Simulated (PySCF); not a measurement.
C₂H₈N₂Si₂, SMILES N([Si@H]1C=N[SiH2]1)C. The structure is a stationary point at PBE-D3(BJ)/def2-SVP. The structure was generated by enumeration; whether it is a known compound was not checked. One conformer was computed; it need not be the lowest.

Task: Give the equilibrium geometry at PBE-D3(BJ)/def2-SVP (PySCF confirms it by a frequency run) as bond lengths and angles. (Estimate from the structure and the level; the computed values follow.)

Result: Several could match; the one computed here: 
Atoms: C1 N2 Si3 C4 N5 Si6 H7 H8 H9 H10 H11 H12 H13 H14. Bond lengths (Å): C1–N2 1.453, C1–H7 1.109, C1–H8 1.113, C1–H9 1.115, N2–Si3 1.735, N2–H10 1.023, Si3–C4 1.950, Si3–Si6 2.370, Si3–H11 1.511, C4–N5 1.298, C4–H12 1.118, N5–Si6 1.826, Si6–H13 1.509, Si6–H14 1.507. Bond angles (°): N2–C1–H7 109.6, N2–C1–H8 112.2, N2–C1–H9 113.1, H7–C1–H8 107.1, H7–C1–H9 107.1, H8–C1–H9 107.5, C1–N2–Si3 127.7, C1–N2–H10 114.1, Si3–N2–H10 118.0, N2–Si3–C4 126.9, N2–Si3–Si6 129.1, N2–Si3–H11 104.7, C4–Si3–Si6 69.2, C4–Si3–H11 108.2, Si6–Si3–H11 114.9, Si3–C4–N5 108.3, Si3–C4–H12 131.8, N5–C4–H12 119.7, C4–N5–Si6 103.7, Si3–Si6–N5 77.5, Si3–Si6–H13 126.3, Si3–Si6–H14 117.9, N5–Si6–H13 114.3, N5–Si6–H14 108.9, H13–Si6–H14 107.4.
Charge 0, spin multiplicity 1.
